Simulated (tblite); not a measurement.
Compound: C4H7N3OSi.
Numbering: `[CH3:1][C:2](=[O:3])[c:4]1[cH:5][n:6]([SiH3:7])[n:8][n:9]1` (hydrogens: H10, H11, H12 on C1; H13 on C5; H14, H15, H16 on Si7)

Structure used (GFN2-xTB), in Å, numbered top down from 1:
```
atom  x, y, z in Å
C1    -3.051    0.020    0.685
C2    -1.989    0.460   -0.282
O3    -2.216    1.028   -1.327
C4    -0.619    0.135    0.136
C5     0.570    0.308   -0.548
N6     1.532   -0.148    0.277
Si7    3.283   -0.280    0.068
N8     0.948   -0.577    1.416
N9    -0.302   -0.417    1.340
H10   -3.086   -1.068    0.690
H11   -4.018    0.416    0.389
H12   -2.791    0.341    1.690
H13    0.778    0.705   -1.518
H14    3.488   -1.264   -0.994
H15    3.726    1.050   -0.345
H16    3.737   -0.699    1.383
```

Level: GFN2-xTB in tblite, geometry and Hessian alike; calculated harmonic values, unscaled, isolated species. This tight-binding method is rough: wavenumbers can miss measured ones by several per cent, in bad cases by 10 to 20. Modes of hydrogen on silicon can be 10 to 20 % off. One conformer, not necessarily the lowest.

Harmonic wavenumbers (cm⁻¹): 40.7, 51.2, 76.8, 100.6, 111.2, 206.7, 213.7, 327.0, 476.4, 504.6, 533.5, 575.2, 577.8, 653.7, 665.3, 708.6, 733.7, 756.8, 787.4, 803.4, 969.8, 988.9, 1009.0, 1018.5, 1047.1, 1123.5, 1177.6, 1281.6, 1364.7, 1380.2, 1423.6, 1437.7, 1443.8, 1489.6, 1737.8, 2286.1, 2293.7, 2380.3, 3023.7, 3047.6, 3062.7, 3203.4.

A = 4244, B = 740.4, C = 638.0 MHz; mass 141.036 u (most abundant isotopes); point group C1, symmetry number 1.

Question: Zero-point energy?

Answer: Half the sum of the wavenumbers: 23548 cm⁻¹ = 281.69 kJ/mol.

Question: Entropy at 350 K, 1 bar (ideal gas, RRHO, classical rotation)?

Answer: Translation 173.91, rotation 125.27, vibration 153.51: S = 452.7 J/(mol K).

Question: And Cp and H(350 K) − H(0)?

Answer: Cp = 176.22 J/(mol K), of which vibrations give 142.96 (their classical limit is 42 R = 349.2); H(350 K) − H(0) = 37.98 kJ/mol without the zero-point energy, 26.34 from vibrations.

Question: What must be added to the electronic energy to get the Gibbs energy at 350 K and 1 bar?

Answer: ZPE + [H(350 K) − H(0)] − T·S = 281.69 + 37.98 − 158.44 = 161.23 kJ/mol.

Question: Which modes carry the vibrational entropy at 350 K?

Answer: 40.7 cm⁻¹: 23.19; 51.2 cm⁻¹: 21.29; 76.8 cm⁻¹: 17.93; 100.6 cm⁻¹: 15.72; 111.2 cm⁻¹: 14.90; 206.7 cm⁻¹: 9.91 J/(mol K); the other 36 give 50.57 together.

Question: How do the functions run with temperature in this model?

Answer: 
```tsv
T (K)	S (J/(mol K))	Cp (J/(mol K))	H − H(0) (kJ/mol)	G − H(0) (kJ/mol)	ln q(vib)
100	304.6	81.9	5.97	-24.48	2.47
200	371.7	117.6	15.87	-58.48	5.42
300	427.0	157.5	29.63	-98.46	8.11
500	523.8	222.9	68.10	-193.81	13.21
800	642.8	281.9	144.71	-369.49	20.26
1000	708.4	306.0	203.64	-504.76	24.53
```

q(vib) and H(0) count from the zero-point level.

Hindered rotation and anharmonicity are outside this model. Other conformers, if any are populated, would add a mixing term that is left out. The structure is chiral; the term R ln 2 for an equal mix with its mirror image is left out.

On Arm Neoverse V2, one thread, shared host with 96 logical CPUs at a one-minute load of 38, this took 0.46 s wall. The figure is for the frequency step alone.
